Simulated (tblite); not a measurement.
C7H4ClFO (charge +1 and doublet state).
Structure used (GFN2-xTB), in Å, numbered top down from 1:
```
atom  x, y, z in Å
O1     1.6958   -2.3114    0.2027
C2     0.9771   -1.3499    0.0419
C3    -0.4390   -1.5488   -0.2726
C4    -1.4896   -0.6841   -0.3151
C5    -1.5079    0.7069   -0.0816
C6    -0.4464    1.5526    0.1625
C7     0.9173    1.2476    0.2291
F8     1.7029    2.2966    0.4074
C9     1.5815    0.0158    0.1644
Cl10   3.2588    0.0149    0.2595
H11   -0.6464   -2.6006   -0.4471
H12   -2.4541   -1.1213   -0.5497
H13   -2.4858    1.1733   -0.1185
H14   -0.6647    2.6078    0.2948
```

Structure optimised with GFN2-xTB, isolated species. This method treats the open shell by occupation alone, without spin polarisation.

Take the most abundant isotopes and a rigid rotor. 

(1) What are A, B and C (MHz)?

(2) Classify the top.

(3) What does the inertial defect say?

Results:

(1) Ia = 314.60, Ib = 435.72, Ic = 747.44 u·Å²; 505379 MHz·u·Å²/I gives A = 1606, B = 1160, C = 676.1 MHz.

(2) An asymmetric top: κ = (2 × 1160 − 1606 − 676.1)/(1606 − 676.1) = 0.04.

(3) Not planar: Δ = Ic − Ia − Ib = -2.89 u·Å². For a rigid frame Δ = −2 Σ m c², so Σ m c² = 1.44 u·Å² lies off the ab plane: 0.10 from hydrogen and 1.34 from heavier atoms. The atom farthest from that plane is 0.21 Å away.

For this open shell read J as N, the rotation without spin; fine and hyperfine splittings come on top. Its GFN2-xTB frequencies are all real (lowest 28 cm⁻¹). Constants of a rigid frame at the computed geometry: no zero-point averaging, no centrifugal distortion.

The run took 0.63 s on one thread of an Arm Neoverse V1, no GPU, on a shared host. That covers the optimisation of the geometry.
